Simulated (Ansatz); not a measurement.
SnH4. The state is a singlet with charge 0. Geometry PBE-D4/def2-TZVP; atoms count from 1.

| atom | x (Å) | y (Å) | z (Å) |
| --- | --- | --- | --- |
| Sn1 | -0.0001 | -0.0001 | -0.0001 |
| H2 | -0.0860 | -1.5516 | 0.7283 |
| H3 | -0.2872 | -0.1422 | -1.6861 |
| H4 | 1.5590 | 0.6680 | 0.2604 |
| H5 | -1.1858 | 1.0258 | 0.6975 |

In the def2 sets Sn takes a core potential; there is no spin–orbit coupling.

Estimate the Mulliken populations from the PBE0/def2-TZVP orbitals of Ansatz.


```json
{"atom": "Sn1", "charge (e)": "0.22"}
{"atom": "H2", "charge (e)": "-0.05"}
{"atom": "H3", "charge (e)": "-0.05"}
{"atom": "H4", "charge (e)": "-0.05"}
{"atom": "H5", "charge (e)": "-0.05"}
```
Mulliken values depend strongly on the basis.
